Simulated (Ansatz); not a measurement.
`O=C=[N][AlH][F]` + CH₃OH → `C[O][AlH][F]` + `N=C=O` at 500 K and 1 bar (ligand exchange at the Al–N bond).

Calculated with Ansatz (gas phase, PBE0-D4/def2-TZVP geometries, no zero-point term in ΔE). CBS: MP2 limit from def2 TZ/QZ plus the TZ coupled-cluster correction, frozen cores. This one scheme is used for every species. One conformer a species, not always the lowest.

```
          species  CCSD(T)/CBS energy (Eh)  H − E (kJ/mol)  S (J/(mol·K))
`O=C=[N][AlH][F]`               -510.46086            97.2          375.7
            CH₃OH               -115.61712           157.0          265.4
   `C[O][AlH][F]`               -457.55503           173.0          373.2
          `N=C=O`               -168.51995            77.7          264.2
```

H − E and S are ideal-gas, rigid-rotor, harmonic terms from PBE0-D4/def2-TZVP, for one conformer and one mirror image of each species. 1 Eh = 2625.50 kJ/mol, R = 8.31446 J/(mol·K).

**Question.** By hand: ΔE, ΔH, ΔS and ΔG.

**Answer.** ΔE = (-457.55503) + (-168.51995) − (-510.46086) − (-115.61712) = 0.00300 Eh = 7.9 kJ/mol. Δ(H − E) = 173.0 + 77.7 − 97.2 − 157.0 = -3.5, so ΔH = 4.4 kJ/mol. ΔS = 373.2 + 264.2 − 375.7 − 265.4 = -3.7 J/(mol·K). ΔG = 4.4 − 500 × (-3.7)/1000 = 6.2 kJ/mol.

**Question.** By hand: the equilibrium constant, and the temperature at which ΔG would vanish if ΔH and ΔS stayed fixed.

**Answer.** log₁₀ K = −ΔG/(RT ln 10) = -0.6. ΔH and −TΔS have one sign here, so there is no such temperature.

TΔS isn't small against ΔH here. A doubt of 5 kJ/mol in ΔE shifts log₁₀ K by 0.5 here. Other conformers and mirror images would add mixing entropy, several J/(mol·K) or more a flexible species. Modes under 60 cm⁻¹, often nearly free rotors, make the harmonic entropy too high. These are equilibria of isolated gas molecules and say nothing of rates. Largest T1 diagnostic: 0.018 (customary marks: 0.02 for closed shells, 0.045 for open ones).

ΔS is within the doubt of such terms, so its sign, and with it that verdict, could turn.
